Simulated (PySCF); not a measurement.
L and K shells in `CCC[SiH2][GeH3]`

C₃H₁₂GeSi.
Structure used (PBE0-D3(BJ)/def2-SVP), in Å, numbered top down from 1:
```
atom  x, y, z in Å
C1     2.746    0.520   -0.314
C2     1.321    0.317    0.177
C3     0.620   -0.871   -0.478
Si4   -1.140   -1.185    0.138
Ge5   -2.550    0.692   -0.275
H6     2.770    0.696   -1.402
H7     3.224    1.383    0.175
H8     3.367   -0.367   -0.111
H9     0.737    1.237   -0.006
H10    1.324    0.186    1.274
H11    1.202   -1.797   -0.318
H12    0.573   -0.731   -1.573
H13   -1.727   -2.380   -0.548
H14   -1.134   -1.459    1.612
H15   -2.140    1.911    0.577
H16   -2.474    1.112   -1.758
H17   -4.021    0.363    0.050
```

The calculation used delta-SCF UKS SCAN, pcX-2 on the ionised atom, pcseg-1 elsewhere, spin-free X2C (PySCF 2.14.0). Binding energies are ΔSCF values: E(core-ionised, relaxed orbitals) − E(ground state) at a fixed geometry, referred to the vacuum level. Spin–orbit and ligand-field terms were added within each 2p shell after the spin-free SCF. The splitting includes the ligand field, and 2p3/2 is the mean of two sublevels.

When a 2p electron fills a 1s hole, the emitted photon carries the energy difference of the two hole states (Kα1 from 2p3/2, Kα2 from 2p1/2), here at the ground state's geometry.

```csv
atom,Kα1 (eV),Kα2 (eV),2p3/2 binding energy (eV)
Si4,1739.73,1739.11,106.23
```

Problem. What are the 1s and 2p1/2 binding energies?

Solution. 1s = Kα1 + 2p3/2, and 2p1/2 = 1s − Kα2:

```csv
atom,environment,1s (eV),2p1/2 (eV)
Si4,SiH2 silicon,1845.96,106.85
```

Problem. And the 1s levels of the other atoms?

Solution. C3 (sp3 carbon bound to silicon) 290.10 eV; C1 (methyl carbon) 290.57 eV; C2 (chain CH2 carbon) 290.68 eV.

No level of germanium is listed. The structure is a single PBE0-D3(BJ)/def2-SVP conformer in the gas phase; no vibrational or solvent corrections.

The run took 85 s of wall time on an x86-64 server with one thread (shared host).
